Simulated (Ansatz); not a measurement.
A nudged elastic band was laid between two geometries of F2H2Si + H2S (8 atoms, charge 0, multiplicity 1).

All numbers below come from RKS BLYP/cc-pVDZ (Ansatz).

```yaml
movable_images: 4
climbing_image: no
spring: 5.0 eV/Å²
optimiser: quadratic models (default)
start_path: through a guess of the saddle point
force_threshold: 0.05 eV/Å
iteration_limit: 60
end_points: relaxed
```

Image 0:

```xyz
8
Properties=species:S:1:pos:R:3
Si -0.923 0.588 -0.796
H -1.033 -0.878 -1.055
F -1.607 1.383 -2.076
F 0.686 1.005 -0.787
H -1.555 1.097 0.455
H 1.574 -2.071 1.201
S 1.185 -1.014 1.981
H 1.674 -0.110 1.077
```

Image 5:

```xyz
8
Properties=species:S:1:pos:R:3
Si -0.293 1.124 0.153
H -0.437 -2.722 -1.126
F -0.276 -0.332 -0.638
F 0.383 2.189 -0.915
H -1.700 1.519 0.441
H -0.494 -3.475 -1.270
S 0.826 1.030 1.991
H 1.991 0.668 1.365
```

Question: Which bonds break or form, and what moves?

Answer: Bonds broken: Si1–H2, H6–S7. Bonds formed: Si1–S7, H2–H6. F2H2Si + H2S becomes F2H2SSi + H2.

Question: Give the energies along the band, and the barrier.

Answer: It converged. The highest image is number 3 of 0 to 5, 0.084 eV above the first end and 0.379 eV above the last; the last end lies 0.295 eV below the first. No image climbed, so the highest image needn't sit at the top of the path. A band with more images between the same ends climbed to 1.91 eV, so this one has probably stepped over the top. The orbitals stay closed-shell, which can raise the energy where a bond breaks towards radicals; this wasn't checked here.

| image | path coordinate (Å) | energy (eV) | Si1–H2 (Å) | H6–S7 (Å) | Si1–S7 (Å) |
| --- | --- | --- | --- | --- | --- |
| 0 | 0.00 | 0.000 | 1.49 | 1.37 | 3.84 |
| 1 | 2.94 | 0.012 | 1.49 | 1.37 | 4.86 |
| 2 | 5.87 | 0.038 | 1.49 | 1.37 | 3.99 |
| 3 | 8.81 | 0.084 | 2.93 | 2.60 | 2.20 |
| 4 | 11.74 | -0.227 | 3.61 | 3.61 | 2.16 |
| 5 | 14.68 | -0.295 | 4.06 | 5.72 | 2.15 |

Question: What is the geometry of the highest image?

Answer: 
```xyz
8
Properties=species:S:1:pos:R:3
Si -0.155 0.840 -0.377
H -1.181 -1.647 0.784
F 0.656 1.357 -1.718
F -0.717 2.098 0.533
H -1.385 0.205 -0.956
H -0.490 -1.904 1.024
S 1.386 -0.109 0.876
H 1.887 -0.839 -0.166
```

Time of the run: 55 s on 2 threads of AMD EPYC 9R14 (Zen 4) (shared host), peak memory 0.14 GiB.
